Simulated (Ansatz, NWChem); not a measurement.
## CHBrF2 (SMILES FC(F)Br): from total energies to a heat of formation

The species is CHBrF2 (5 atoms), meant as a singlet with charge 0. SMILES: `FC(F)Br`. The shape is that of a PBE0-D4/def2-TZVP optimisation.

Total energies at PBE/aug-cc-pVDZ (NWChem 7.3.0); the atoms run unrestricted:

```
species    state   energy (Eh)
 CHBrF2  singlet  -2811.929220
      F  doublet    -99.639253
      C  triplet    -37.791119
     Br  doublet  -2573.695758
      H  doublet     -0.499224
```

Harmonic wavenumbers at PBE0-D4/def2-TZVP, in cm⁻¹: 316, 324, 590, 720, 1136, 1168, 1298, 1370, 3141.

Measured heats of formation of the gaseous atoms at 298.15 K, in kJ/mol: F 79.4, C 716.9, Br 111.9, H 218.0. Spin-orbit lowering of the atoms at 298 K (mean of the ground term's levels less their thermal mean, from spectra), in kJ/mol: F 1.29, C 0.02, Br 14.69. Take 1 Eh = 2625.50 kJ/mol, 1 cm⁻¹ = 0.0119627 kJ/mol, RT = 2.479 kJ/mol.

**Question.** Work out the heat of formation of the gas at 298 K.

**Answer.** 
1. Electronic atomisation energy: 2 × (-99.639253) + (-37.791119) + (-2573.695758) + (-0.499224) − (-2811.929220) = 0.664613 Eh = 1744.9 kJ/mol.
2. Zero-point energy: half the sum of the wavenumbers, 5031.5 cm⁻¹ = 60.2 kJ/mol.
3. Thermal vibrational enthalpy, Σ hcν̃/(exp(hcν̃/kT) − 1): 2.9 kJ/mol. Translation, rotation and pV of a non-linear molecule: 4 RT = 9.9 kJ/mol.
4. The 5 free atoms carry 5/2 RT each: 31.0 kJ/mol.
5. Spin-orbit coupling lowers the free atoms by 2 × 1.29 + 0.02 + 14.69 = 17.3 kJ/mol.
6. Atomisation enthalpy at 298 K: 1744.9 − 17.3 − 60.2 − 2.9 − 9.9 + 31.0 = 1685.6 kJ/mol.
7. Sum of the atoms' heats of formation: 1205.6 kJ/mol. Heat of formation: 1205.6 − 1685.6 = -480.0 kJ/mol.

The tabulated value is -424.2 kJ/mol (Active Thermochemical Tables), so this level is off by -55.8 kJ/mol, or 3.4 % of the atomisation enthalpy that the table implies (1629.7 kJ/mol). Gradient-corrected functionals often overbind somewhat. Relativity is left out. Anharmonicity and any spin-orbit splitting of the molecule are left out.
